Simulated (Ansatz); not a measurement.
`N#C[Si](N)(N)Cl` and `N[Si](N)(N)Cl` differ in one atom or group.

Ansatz, PBE0-D4/def2-TZVP geometries, multiplicity 1. Each molecule was computed in one conformer, which needn't be the lowest.

| property | `N#C[Si](N)(N)Cl` |
| --- | --- |
| HOMO–LUMO gap (ωB97M-V/def2-TZVPP) / eV | 12.50 |
| zero-point energy (PBE0-D4/def2-TZVP) / kJ/mol | 167.6 |
| HOMO energy (ωB97M-V/def2-TZVPP) / eV | -10.79 |
| ideal-gas entropy at 298 K and 1 bar (rigid rotor, harmonic PBE0-D4/def2-TZVP) / J/(mol·K) | 369 |
| HOMO energy (B3LYP/def2-TZVPP) / eV | -8.16 |
| size of the dipole moment (ωB97M-V/def2-TZVPP) / D | 4.27 |

What does the change do to each property? (Best estimate.)

Computed: 
| property | `N[Si](N)(N)Cl` | shift |
| --- | --- | --- |
| HOMO–LUMO gap (ωB97M-V/def2-TZVPP) / eV | 12.02 | -0.48 |
| zero-point energy (PBE0-D4/def2-TZVP) / kJ/mol | 211.7 | 44.1 |
| HOMO energy (ωB97M-V/def2-TZVPP) / eV | -9.83 | 0.96 |
| ideal-gas entropy at 298 K and 1 bar (rigid rotor, harmonic PBE0-D4/def2-TZVP) / J/(mol·K) | 375 | 6 |
| HOMO energy (B3LYP/def2-TZVPP) / eV | -7.20 | 0.96 |
| size of the dipole moment (ωB97M-V/def2-TZVPP) / D | 1.39 | -2.88 |

With PBE0 the HOMO rises by 0.98 eV and the LUMO rises by 1.14 eV, so the gap widens by about 0.16 eV. PBE moves the HOMO by 0.95 eV and ωB97M-V by 0.96 eV. The zero-point energy changes by 44.1 kJ/mol with +3 modes. Dipoles are sizes alone; their direction can turn. Modes under 60 cm⁻¹, often nearly free rotors, make the harmonic entropy too high.

B3LYP here is the variant with VWN-RPA as its local correlation; programs differ in this.
